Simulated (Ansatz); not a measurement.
Ansatz (an electronic-structure program) input file for BrClH₃NSi, SMILES N[SiH](Cl)Br, B3LYP-D3(BJ)/def2-SVP. 

Ansatz 0.2 input:
```yaml
crystal:
  periodic: [false, false, false]
  atoms:
    - {symbol: Si, position_ang: [0.27622060, -0.59115267, 0.56880474]}
    - {symbol: N, position_ang: [1.88830144, -0.81874496, 0.05389455]}
    - {symbol: Cl, position_ang: [-0.85951689, -1.99958883, -0.30679976]}
    - {symbol: Br, position_ang: [-0.21049270, 1.43941664, -0.15203737]}
    - {symbol: H, position_ang: [0.00523963, -0.55523352, 1.99573227]}
    - {symbol: H, position_ang: [2.31031888, -1.73116720, 0.05040994]}
    - {symbol: H, position_ang: [2.57827471, -0.09281929, 0.15023363]}
basis:
  gaussian:
    orbitals: def2-SVP
hamiltonian:
  xc: b3lyp
  dispersion: d3bj
relax: {f_tol: 0.002, max_steps: 200}
```

Program output:

```
[...]
mean field -91974.43573446 eV, -3379.9981707299 hartree, gradient 4.6e-5 eV, S^2 0.000000; 0 other end points of the search recorded, 0 dependent functions left out
the calculation of the forces begins
reference -91974.43597898 eV, -3379.9981797156 hartree; 38, 38 occupied and 59, 59 virtual orbitals, 995 factors
relax step  14: F+E_penalty+E_count = -91974.80662651 eV  Δ(F+E_penalty+E_count) = -2.630e-4 eV  max|allowed force component| = 2.628e-2 eV/Å  Δτ_max = 0.0258 Å  (25 SCF iters, accepted)
these checks for a lower state are left out or cut short: starts, cluster_reference, orbital_swaps, neighbouring_geometries, increment
integrals: 0.05 GiB planned
995 factors; integrals over basis functions are off by at most 7.0e-4 eV
mean field: 0.47 GiB planned
mean field -91974.43739392 eV, -3379.9982317136 hartree, gradient 6.6e-5 eV, S^2 0.000000; 0 other end points of the search recorded, 0 dependent functions left out
the calculation of the forces begins
reference -91974.43763845 eV, -3379.9982407001 hartree; 38, 38 occupied and 59, 59 virtual orbitals, 995 factors
relax step  15: F+E_penalty+E_count = -91974.80828542 eV  Δ(F+E_penalty+E_count) = -1.659e-3 eV  max|allowed force component| = 3.236e-2 eV/Å  Δτ_max = 0.0750 Å  (24 SCF iters, accepted)
these checks for a lower state are left out or cut short: starts, cluster_reference, orbital_swaps, neighbouring_geometries, increment
integrals: 0.05 GiB planned
995 factors; integrals over basis functions are off by at most 7.0e-4 eV
mean field: 0.47 GiB planned
mean field evaluation 96: about -91974.4355 eV, gradient 2.0e-4 eV
mean field -91974.43554797 eV, -3379.9981638762 hartree, gradient 1.9e-5 eV, S^2 0.000000; 0 other end points of the search recorded, 0 dependent functions left out
the calculation of the forces begins
reference -91974.43579233 eV, -3379.9981728565 hartree; 38, 38 occupied and 59, 59 virtual orbitals, 995 factors
relax step  16: F+E_penalty+E_count = -91974.80643220 eV  Δ(F+E_penalty+E_count) = +1.853e-3 eV  max|allowed force component| = 4.730e-1 eV/Å  Δτ_max = 0.1106 Å  (26 SCF iters, rejected (line search))
these checks for a lower state are left out or cut short: starts, cluster_reference, orbital_swaps, neighbouring_geometries, increment
integrals: 0.05 GiB planned
995 factors; integrals over basis functions are off by at most 6.9e-4 eV
mean field: 0.47 GiB planned
mean field -91974.43904087 eV, -3379.9982922382 hartree, gradient 5.0e-5 eV, S^2 0.000000; 0 other end points of the search recorded, 0 dependent functions left out
the calculation of the forces begins
reference -91974.43928516 eV, -3379.9983012157 hartree; 38, 38 occupied and 59, 59 virtual orbitals, 995 factors
relax step  17: F+E_penalty+E_count = -91974.80959037 eV  Δ(F+E_penalty+E_count) = -1.305e-3 eV  max|allowed force component| = 4.675e-2 eV/Å  Δτ_max = 0.0545 Å  (25 SCF iters, accepted)
these checks for a lower state are left out or cut short: starts, cluster_reference, orbital_swaps, neighbouring_geometries, increment
integrals: 0.05 GiB planned
995 factors; integrals over basis functions are off by at most 6.9e-4 eV
mean field: 0.47 GiB planned
mean field -91974.44047114 eV, -3379.9983447995 hartree, gradient 4.8e-5 eV, S^2 0.000000; 0 other end points of the search recorded, 0 dependent functions left out
the calculation of the forces begins
reference -91974.44071505 eV, -3379.9983537632 hartree; 38, 38 occupied and 59, 59 virtual orbitals, 995 factors
relax step  18: F+E_penalty+E_count = -91974.81162963 eV  Δ(F+E_penalty+E_count) = -2.039e-3 eV  max|allowed force component| = 1.391e-1 eV/Å  Δτ_max = 0.0556 Å  (25 SCF iters, accepted)
these checks for a lower state are left out or cut short: starts, cluster_reference, orbital_swaps, neighbouring_geometries, increment
integrals: 0.05 GiB planned
995 factors; integrals over basis functions are off by at most 6.9e-4 eV
mean field: 0.47 GiB planned
mean field -91974.44297442 eV, -3379.9984367935 hartree, gradient 8.0e-5 eV, S^2 0.000000; 0 other end points of the search recorded, 0 dependent functions left out
the calculation of the forces begins
reference -91974.44321822 eV, -3379.9984457529 hartree; 38, 38 occupied and 59, 59 virtual orbitals, 995 factors
relax step  19: F+E_penalty+E_count = -91974.81389807 eV  Δ(F+E_penalty+E_count) = -2.268e-3 eV  max|allowed force component| = 3.239e-1 eV/Å  Δτ_max = 0.0840 Å  (25 SCF iters, accepted)
these checks for a lower state are left out or cut short: starts, cluster_reference, orbital_swaps, neighbouring_geometries, increment
integrals: 0.05 GiB planned
995 factors; integrals over basis functions are off by at most 6.9e-4 eV
mean field: 0.47 GiB planned
mean field -91974.45338120 eV, -3379.9988192355 hartree, gradient 9.2e-6 eV, S^2 0.000000; 0 other end points of the search recorded, 0 dependent functions left out
the calculation of the forces begins
reference -91974.45362521 eV, -3379.9988282027 hartree; 38, 38 occupied and 59, 59 virtual orbitals, 995 factors
relax step  20: F+E_penalty+E_count = -91974.82378026 eV  Δ(F+E_penalty+E_count) = -9.882e-3 eV  max|allowed force component| = 1.382e-1 eV/Å  Δτ_max = 0.1265 Å  (28 SCF iters, accepted)
these checks for a lower state are left out or cut short: starts, cluster_reference, orbital_swaps, neighbouring_geometries, increment
integrals: 0.05 GiB planned
995 factors; integrals over basis functions are off by at most 6.9e-4 eV
mean field: 0.47 GiB planned
mean field evaluation 128: about -91974.4616 eV, gradient 6.3e-6 eV
mean field -91974.46158115 eV, -3379.9991205781 hartree, gradient 6.3e-6 eV, S^2 0.000000; 0 other end points of the search recorded, 0 dependent functions left out
the calculation of the forces begins
reference -91974.46182505 eV, -3379.9991295412 hartree; 38, 38 occupied and 59, 59 virtual orbitals, 995 factors
relax step  21: F+E_penalty+E_count = -91974.83178040 eV  Δ(F+E_penalty+E_count) = -8.000e-3 eV  max|allowed force component| = 1.131e-1 eV/Å  Δτ_max = 0.1898 Å  (28 SCF iters, accepted)
these checks for a lower state are left out or cut short: starts, cluster_reference, orbital_swaps, neighbouring_geometries, increment
integrals: 0.05 GiB planned
995 factors; integrals over basis functions are off by at most 6.8e-4 eV
mean field: 0.47 GiB planned
mean field -91974.46451999 eV, -3379.9992285784 hartree, gradient 6.0e-5 eV, S^2 0.000000; 0 other end points of the search recorded, 0 dependent functions left out
the calculation of the forces begins
reference -91974.46476368 eV, -3379.9992375338 hartree; 38, 38 occupied and 59, 59 virtual orbitals, 995 factors
relax step  22: F+E_penalty+E_count = -91974.83371362 eV  Δ(F+E_penalty+E_count) = -1.933e-3 eV  max|allowed force component| = 1.043e-1 eV/Å  Δτ_max = 0.0811 Å  (25 SCF iters, accepted)
these checks for a lower state are left out or cut short: starts, cluster_reference, orbital_swaps, neighbouring_geometries, increment
integrals: 0.05 GiB planned
995 factors; integrals over basis functions are off by at most 6.8e-4 eV
mean field: 0.47 GiB planned
mean field -91974.46571443 eV, -3379.9992724735 hartree, gradient 4.3e-5 eV, S^2 0.000000; 0 other end points of the search recorded, 0 dependent functions left out
the calculation of the forces begins
reference -91974.46595786 eV, -3379.9992814190 hartree; 38, 38 occupied and 59, 59 virtual orbitals, 995 factors
relax step  23: F+E_penalty+E_count = -91974.83533499 eV  Δ(F+E_penalty+E_count) = -1.621e-3 eV  max|allowed force component| = 1.246e-2 eV/Å  Δτ_max = 0.0160 Å  (25 SCF iters, accepted)
these checks for a lower state are left out or cut short: starts, cluster_reference, orbital_swaps, neighbouring_geometries, increment
integrals: 0.05 GiB planned
995 factors; integrals over basis functions are off by at most 6.8e-4 eV
mean field: 0.47 GiB planned
mean field -91974.46610415 eV, -3379.9992867953 hartree, gradient 4.4e-5 eV, S^2 0.000000; 0 other end points of the search recorded, 0 dependent functions left out
the calculation of the forces begins
reference -91974.46634763 eV, -3379.9992957430 hartree; 38, 38 occupied and 59, 59 virtual orbitals, 995 factors
relax step  24: F+E_penalty+E_count = -91974.83526026 eV  Δ(F+E_penalty+E_count) = +7.473e-5 eV  max|allowed force component| = 3.564e-2 eV/Å  Δτ_max = 0.0215 Å  (25 SCF iters, rejected (line search))
these checks for a lower state are left out or cut short: starts, cluster_reference, orbital_swaps, neighbouring_geometries, increment
integrals: 0.05 GiB planned
995 factors; integrals over basis functions are off by at most 6.8e-4 eV
mean field: 0.47 GiB planned
mean field -91974.46601693 eV, -3379.9992835900 hartree, gradient 8.5e-6 eV, S^2 0.000000; 0 other end points of the search recorded, 0 dependent functions left out
the calculation of the forces begins
reference -91974.46626039 eV, -3379.9992925368 hartree; 38, 38 occupied and 59, 59 virtual orbitals, 995 factors
relax step  25: F+E_penalty+E_count = -91974.83543953 eV  Δ(F+E_penalty+E_count) = -1.045e-4 eV  max|allowed force component| = 5.648e-3 eV/Å  Δτ_max = 0.0107 Å  (24 SCF iters, accepted)
these checks for a lower state are left out or cut short: starts, cluster_reference, orbital_swaps, neighbouring_geometries, increment
integrals: 0.05 GiB planned
995 factors; integrals over basis functions are off by at most 6.8e-4 eV
mean field: 0.47 GiB planned
mean field -91974.46606799 eV, -3379.9992854662 hartree, gradient 1.5e-5 eV, S^2 0.000000; 0 other end points of the search recorded, 0 dependent functions left out
the calculation of the forces begins
reference -91974.46631144 eV, -3379.9992944130 hartree; 38, 38 occupied and 59, 59 virtual orbitals, 995 factors
relax step  26: F+E_penalty+E_count = -91974.83544993 eV  Δ(F+E_penalty+E_count) = -1.040e-5 eV  max|allowed force component| = 1.335e-3 eV/Å  Δτ_max = 0.0045 Å  (22 SCF iters, accepted)
these checks for a lower state are left out or cut short: starts, cluster_reference, orbital_swaps, neighbouring_geometries, increment
integrals: 0.05 GiB planned
995 factors; integrals over basis functions are off by at most 6.8e-4 eV
mean field: 0.47 GiB planned
mean field -91974.46608850 eV, -3379.9992862202 hartree, gradient 4.8e-5 eV, S^2 0.000000; 0 other end points of the search recorded, 0 dependent functions left out
the calculation of the forces begins
reference -91974.46633195 eV, -3379.9992951669 hartree; 38, 38 occupied and 59, 59 virtual orbitals, 995 factors
relax step  27: F+E_penalty+E_count = -91974.83545109 eV  Δ(F+E_penalty+E_count) = -1.160e-6 eV  max|allowed force component| = 9.726e-4 eV/Å  Δτ_max = 0.0026 Å  (20 SCF iters, accepted)
integrals: 0.05 GiB planned
995 factors; integrals over basis functions are off by at most 6.8e-4 eV
mean field: 0.47 GiB planned
mean field evaluation 160: about -91974.4613 eV, gradient 5.3e-2 eV
mean field -91974.46608850 eV, -3379.9992862202 hartree, gradient 4.8e-5 eV, S^2 0.000000; 1 other end points of the search recorded, 0 dependent functions left out
the calculation of the forces begins
reference -91974.46633195 eV, -3379.9992951669 hartree; 38, 38 occupied and 59, 59 virtual orbitals, 995 factors
Total energy: -91974.83569454 eV, -3380.0128689917 hartree
Atom 0 at     0.306302    -0.558420     0.575320 Å, force    -0.000517     0.000369    -0.000080 eV/Å
Atom 1 at     1.978597    -0.732438     0.269469 Å, force     0.000973    -0.000967    -0.000113 eV/Å
Atom 2 at    -0.920958    -1.835751    -0.522401 Å, force     0.000522     0.000386     0.000163 eV/Å
Atom 3 at    -0.250504     1.530722     0.026635 Å, force    -0.000162    -0.000309    -0.000049 eV/Å
Atom 4 at     0.023322    -0.817908     2.001304 Å, force     0.000299    -0.000155    -0.000043 eV/Å
Atom 5 at     2.471419    -1.556133     0.604207 Å, force    -0.000885     0.000705    -0.000118 eV/Å
Atom 6 at     2.380166    -0.379363    -0.594296 Å, force    -0.000230    -0.000030     0.000239 eV/Å
Dipole moment:     0.467498    -0.212429     0.051465 e Å
```

The run converged.
